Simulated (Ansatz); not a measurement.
Steps of a relaxation of C₂H₉FN₂Si, SMILES `CN(C)[SiH](N)F` with RKS PBE0-D4/def2-TZVP.

```sh
$ ansatz run in.yaml --threads 2 --pin off --events-out ev --progress --plain --max-ram 22528MiB --backend cuda --devices 0, --max-vram 18GiB
```

```yaml
crystal:
  periodic: [false, false, false]
  atoms:
    - {symbol: C, position_ang: [0.429100, 1.060180, -1.474100]}
    - {symbol: N, position_ang: [0.097720, 0.073810, -0.474470]}
    - {symbol: C, position_ang: [0.790230, -1.172840, -0.682580]}
    - {symbol: Si, position_ang: [-0.485800, 0.557940, 1.059720]}
    - {symbol: N, position_ang: [-1.279540, -0.781040, 1.783160]}
    - {symbol: F, position_ang: [-1.649720, 1.635630, 0.779590]}
    - {symbol: H, position_ang: [0.185410, 0.673240, -2.467240]}
    - {symbol: H, position_ang: [1.496240, 1.314770, -1.457830]}
    - {symbol: H, position_ang: [-0.148070, 1.963260, -1.299550]}
    - {symbol: H, position_ang: [0.452600, -1.904090, 0.045370]}
    - {symbol: H, position_ang: [1.877780, -1.055260, -0.590430]}
    - {symbol: H, position_ang: [0.573880, -1.551030, -1.685400]}
    - {symbol: H, position_ang: [0.450430, 1.297800, 1.909410]}
    - {symbol: H, position_ang: [-2.050130, -0.571230, 2.395710]}
    - {symbol: H, position_ang: [-0.740110, -1.541140, 2.158650]}
basis:
  gaussian: {orbitals: def2-TZVP}
hamiltonian: {xc: pbe0, dispersion: d4}
relax: {f_tol: 0.005, max_steps: 150}
```

Positions (Å) and forces (eV/Å) along the path, 9 of 18 steps:

```xyz
15
step=1 energy=-15790.1524 eV
C     0.429    1.060   -1.474    0.062   -0.062    0.268
N     0.098    0.074   -0.474    0.197    0.098    0.198
C     0.790   -1.173   -0.683   -0.105    0.263    0.112
Si   -0.486    0.558    1.060   -1.107   -0.195   -0.707
N    -1.280   -0.781    1.783    0.342    0.170    0.017
F    -1.650    1.636    0.780    0.231   -0.113    0.114
H     0.185    0.673   -2.467   -0.032    0.043   -0.106
H     1.496    1.315   -1.458    0.092    0.080   -0.104
H    -0.148    1.963   -1.300   -0.067    0.203   -0.100
H     0.453   -1.904    0.045   -0.018   -0.261    0.043
H     1.878   -1.055   -0.590    0.102   -0.097   -0.032
H     0.574   -1.551   -1.685   -0.002   -0.133   -0.045
H     0.450    1.298    1.909    0.354    0.104    0.197
H    -2.050   -0.571    2.396   -0.085    0.037    0.060
H    -0.740   -1.541    2.159    0.037   -0.136    0.086
15
step=3 energy=-15790.2222 eV
C     0.493    1.096   -1.455    0.000   -0.044    0.012
N     0.105    0.093   -0.488    0.063   -0.048    0.067
C     0.730   -1.193   -0.691   -0.035   -0.031   -0.027
Si   -0.575    0.559    1.005    0.005   -0.043    0.030
N    -1.200   -0.806    1.836    0.122    0.043    0.016
F    -1.802    1.551    0.723    0.078   -0.126    0.070
H     0.249    0.758   -2.470    0.009    0.011    0.037
H     1.570    1.321   -1.429   -0.027   -0.020    0.016
H    -0.053    2.028   -1.285    0.024   -0.029    0.025
H     0.325   -1.936    0.002    0.005    0.087   -0.031
H     1.825   -1.158   -0.563   -0.072    0.015   -0.013
H     0.531   -1.562   -1.705    0.000    0.023    0.004
H     0.376    1.367    1.824   -0.092    0.034   -0.071
H    -1.996   -0.638    2.435    0.041   -0.042   -0.058
H    -0.579   -1.481    2.263   -0.120    0.169   -0.078
15
step=7 energy=-15790.3616 eV
C     0.708    1.118   -1.323    0.068    0.068   -0.030
N     0.243    0.115   -0.395    0.036   -0.029    0.008
C     0.569   -1.242   -0.772    0.009    0.123   -0.044
Si   -0.703    0.586    0.936   -0.060    0.008   -0.039
N    -0.943   -0.756    1.960   -0.383    0.145    0.013
F    -2.189    1.059    0.532    0.148   -0.110    0.091
H     0.315    0.933   -2.335    0.039    0.031    0.085
H     1.807    1.144   -1.387   -0.109   -0.015   -0.004
H     0.364    2.114   -1.017    0.087   -0.104   -0.027
H     0.082   -1.944   -0.096    0.010   -0.019    0.016
H     1.657   -1.416   -0.736   -0.127    0.020   -0.025
H     0.231   -1.466   -1.796    0.018    0.046    0.102
H    -0.102    1.817    1.532   -0.084   -0.150   -0.115
H    -1.829   -0.837    2.442    0.169    0.011   -0.083
H    -0.211   -1.226    2.456    0.179   -0.025    0.052
15
step=8 energy=-15790.3895 eV
C     0.769    1.122   -1.283    0.068    0.157   -0.106
N     0.266    0.119   -0.375    0.056   -0.087   -0.043
C     0.530   -1.244   -0.794    0.019    0.196   -0.108
Si   -0.752    0.573    0.905   -0.262    0.239    0.000
N    -0.896   -0.727    1.996   -0.440    0.112    0.009
F    -2.284    0.900    0.484    0.457   -0.168    0.156
H     0.332    1.002   -2.290    0.105    0.048    0.159
H     1.867    1.069   -1.380   -0.206   -0.012    0.010
H     0.511    2.132   -0.927    0.086   -0.255   -0.069
H     0.056   -1.942   -0.105   -0.002   -0.028    0.015
H     1.614   -1.447   -0.812   -0.167    0.041   -0.005
H     0.137   -1.437   -1.807    0.051    0.036    0.156
H    -0.246    1.889    1.422   -0.127   -0.294   -0.132
H    -1.774   -0.859    2.480    0.190    0.017   -0.080
H    -0.131   -1.149    2.485    0.171   -0.003    0.039
15
step=9 energy=-15790.4087 eV
C     0.809    1.123   -1.260    0.065    0.147   -0.054
N     0.259    0.119   -0.379    0.032   -0.044    0.011
C     0.496   -1.242   -0.819    0.003    0.179   -0.076
Si   -0.787    0.555    0.888   -0.254    0.308   -0.137
N    -0.864   -0.713    2.017   -0.166   -0.061    0.175
F    -2.335    0.783    0.459    0.464   -0.146    0.163
H     0.370    1.060   -2.271    0.094    0.022    0.159
H     1.903    1.012   -1.359   -0.198    0.006    0.006
H     0.609    2.132   -0.870    0.050   -0.253   -0.084
H     0.024   -1.942   -0.131    0.003   -0.019    0.009
H     1.575   -1.458   -0.854   -0.127    0.028    0.000
H     0.087   -1.417   -1.827    0.044    0.023    0.115
H    -0.353    1.911    1.361   -0.075   -0.283   -0.118
H    -1.729   -0.864    2.517    0.162   -0.001   -0.051
H    -0.066   -1.059    2.528   -0.094    0.095   -0.115
15
step=10 energy=-15790.3712 eV rejected
C     0.864    1.101   -1.214   -0.005   -0.078    0.251
N     0.270    0.123   -0.353   -0.335   -0.152    0.045
C     0.454   -1.201   -0.858    0.100   -0.432    0.229
Si   -0.833    0.535    0.857   -0.206   -0.193    0.190
N    -0.872   -0.680    2.051    0.229    0.173   -0.179
F    -2.376    0.590    0.427   -0.145    0.183   -0.129
H     0.426    1.083   -2.215   -0.052    0.079   -0.155
H     1.930    0.888   -1.301    0.232    0.190   -0.123
H     0.714    2.072   -0.766    0.137    0.507   -0.103
H     0.054   -1.945   -0.162    0.026    0.051   -0.092
H     1.528   -1.367   -0.975    0.116   -0.292   -0.101
H    -0.020   -1.337   -1.833   -0.070   -0.073   -0.159
H    -0.434    1.908    1.216   -0.128    0.157    0.136
H    -1.688   -0.849    2.614    0.027    0.034   -0.028
H    -0.016   -0.922    2.513    0.073   -0.155    0.218
15
step=15 energy=-15790.4355 eV
C     0.885    1.120   -1.203   -0.008   -0.006    0.013
N     0.255    0.120   -0.374    0.008    0.022   -0.025
C     0.426   -1.227   -0.865   -0.003   -0.008    0.009
Si   -0.849    0.528    0.849   -0.024   -0.006    0.019
N    -0.809   -0.663    2.064    0.012    0.019   -0.019
F    -2.396    0.546    0.415    0.013   -0.007   -0.003
H     0.477    1.124   -2.223    0.004   -0.004    0.007
H     1.965    0.940   -1.277   -0.006   -0.002    0.000
H     0.739    2.115   -0.778   -0.001    0.006   -0.001
H    -0.056   -1.937   -0.192   -0.001   -0.001   -0.004
H     1.491   -1.485   -0.927   -0.003   -0.002   -0.001
H    -0.005   -1.353   -1.867    0.003    0.002    0.007
H    -0.547    1.930    1.220    0.009   -0.008   -0.003
H    -1.622   -0.849    2.626    0.007    0.002    0.000
H     0.046   -0.910    2.531   -0.010   -0.007    0.002
15
step=17 energy=-15790.4357 eV
C     0.885    1.121   -1.202    0.000   -0.002    0.002
N     0.251    0.122   -0.376    0.001    0.001   -0.003
C     0.424   -1.227   -0.864   -0.001    0.001    0.002
Si   -0.851    0.528    0.848   -0.005   -0.003   -0.003
N    -0.806   -0.661    2.063    0.001    0.002    0.003
F    -2.398    0.542    0.417    0.006    0.002    0.003
H     0.484    1.122   -2.225   -0.001    0.000    0.000
H     1.966    0.943   -1.269    0.000    0.001    0.000
H     0.734    2.117   -0.781    0.001   -0.001   -0.001
H    -0.067   -1.935   -0.195    0.001    0.000    0.000
H     1.489   -1.488   -0.918    0.000    0.000    0.001
H     0.000   -1.352   -1.870    0.000    0.001    0.000
H    -0.547    1.931    1.218   -0.002    0.000   -0.001
H    -1.615   -0.846    2.631    0.001   -0.001    0.001
H     0.051   -0.916    2.524   -0.002    0.000   -0.001
15
step=18 energy=-15790.4357 eV
C     0.885    1.121   -1.203    0.000    0.000   -0.001
N     0.250    0.122   -0.377    0.000    0.000    0.001
C     0.423   -1.227   -0.864    0.000    0.001    0.001
Si   -0.851    0.529    0.849   -0.001   -0.004    0.003
N    -0.805   -0.660    2.064   -0.002    0.004   -0.005
F    -2.398    0.544    0.419    0.002    0.000    0.001
H     0.486    1.120   -2.226    0.000    0.000    0.000
H     1.966    0.944   -1.268    0.000    0.000    0.000
H     0.732    2.117   -0.782    0.000    0.000    0.000
H    -0.069   -1.935   -0.196    0.000    0.000    0.000
H     1.488   -1.488   -0.916    0.000   -0.001    0.000
H     0.002   -1.352   -1.871    0.000    0.000    0.000
H    -0.547    1.931    1.217    0.000   -0.001    0.000
H    -1.615   -0.847    2.631    0.000    0.000    0.000
H     0.051   -0.918    2.523    0.001    0.001   -0.001
```

Run time 30 s (2 threads of an AMD EPYC 7R13 on a shared host and a share of an NVIDIA H100 80 GB); peak host memory 0.9 GiB.
